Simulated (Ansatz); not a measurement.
Reaction (atomization): `[F][GeH2][Br]` → Br• + F• + Ge• + 2 H•

Calculated with Ansatz (gas phase, PBE0-D4/def2-TZVP geometries, no zero-point term in ΔE). CCSD(T)/CBS adds triple-zeta CCSD(T) − MP2 to the extrapolated MP2 energy (def2 sets, frozen cores). This one scheme is used for every species, atoms too. DFT in def2-TZVPP. B3LYP here is the variant with VWN-RPA as its local correlation; programs differ in this. No spin–orbit coupling; open shells (•) take unrestricted orbitals. Spin–orbit coupling would lower the free atoms: a little for F; clearly for Br, Ge. Bonds to Br, Ge are less sure, by a few kJ/mol each and by 10 to 20 or more in all where they break to atoms, as the def2 sets lack core-valence functions. Scalar relativity is left out up to krypton.

`[F][GeH2][Br]`:

```xyz
5

F     1.244   -0.518    1.042
Ge    0.043    0.171    0.003
Br   -1.281   -1.554   -0.705
H     0.781    0.769   -1.195
H    -0.787    1.131    0.856
```

| level | ΔE (kJ/mol) | difference from CCSD(T)/CBS |
| --- | --- | --- |
| PBE-D4 | 1408.6 | -10.7 |
| revPBE-D4 | 1366.8 | -52.5 |
| B97M-V | 1419.8 | 0.5 |
| B3LYP-D4 | 1381.9 | -37.4 |
| PBE0 | 1374.7 | -44.6 |
| B3LYP | 1367.1 | -52.2 |
| r2SCANh | 1397.8 | -21.5 |
| r2SCAN0 | 1378.8 | -40.5 |
| HF/def2-SVP | 994.2 | -425.1 |
| CCSD/def2-TZVPP | 1360.7 | -58.6 |
| CCSD(T)/CBS | 1419.3 | 0 |

Largest T1 diagnostic among the species: 0.010.

From r2SCAN to r2SCAN0 (25 % exact exchange), in def2-TZVPP and without D4, ΔE moves by −32.7 kJ/mol: exact exchange takes away binding that semilocal exchange gives to molecules. At CCSD(T), def2-SVP lies −116.2 kJ/mol from the extrapolated value and def2-TZVPP −35.1 kJ/mol: correlation converges slowly with the basis, and small sets miss more of it in the bonded molecule than in its fragments. The D4 term adds +14.8 kJ/mol with B3LYP and +7.6 kJ/mol with PBE0; it sums over pairs of atoms, weighted by their polarisabilities, and B3LYP, whose exchange is more repulsive, gets the larger term.

For atomizations the MP2-based limit and the directly extrapolated one differ by several kJ/mol either way, and by 10 to 25 for some Ge, Se and Sn compounds, so smaller differences from it don't rank the levels.
